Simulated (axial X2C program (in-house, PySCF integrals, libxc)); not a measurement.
Worked dissociation energy of GaAg: r2SCAN0, without spin–orbit coupling

Computed with an axial X2C code built on PySCF integrals. Spin-free means the one-electron spin-free X2C Hamiltonian. Basis: Ag dyall-cv3z [12s12p8d5f3g], Ga dyall-cv3z [9s9p7d4f1g] (cores contracted in-house); Gaussian nuclei, density fitting, unrestricted open shells. Masses: Ag 106.905 u, Ga 68.926 u.

Molecular state: M_S = 0, Λ = 0 (closed shell).

| Property | Result |
| --- | --- |
| E(Ag) (2M_S = 1, M_L = 0) | -5315.437538 hartree |
| E(Ga) (2M_S = 1, M_L = 0) | -1943.821754 hartree |
| E(GaAg) at Re | -7259.323376 hartree |
| ωe | 181.7 cm⁻¹ |
| ωexe | 0.536 cm⁻¹ |

(1) Work out De and D0.

One determinant describes the state; a PBE0 search over occupations chose it and may have missed a lower one. Closed shells are restricted here (equal orbitals for both partners); the stretched side of such a curve lies too high. De is counted from the lowest determinant-based energies of the atoms at the same level, without counterpoise correction. Spin-free De lacks the spin–orbit lowering of the heavy p-block atom, a tenth of an eV or more for 4p and 5p, up to an eV for 6p and one to two eV for 7p atoms, less what an open-shell molecule gains itself.

Each atomic determinant is the lowest at this level and need not be a pure term. Totals compare only within one Hamiltonian and basis.

## Answers

(1) De = -5315.437538 + (-1943.821754) − (-7259.323376) = 0.06408 hartree = 1.744 eV. The zero-point energy is ωe/2 − ωexe/4 = 91 cm⁻¹ = 0.011 eV, so D0 = 1.733 eV.
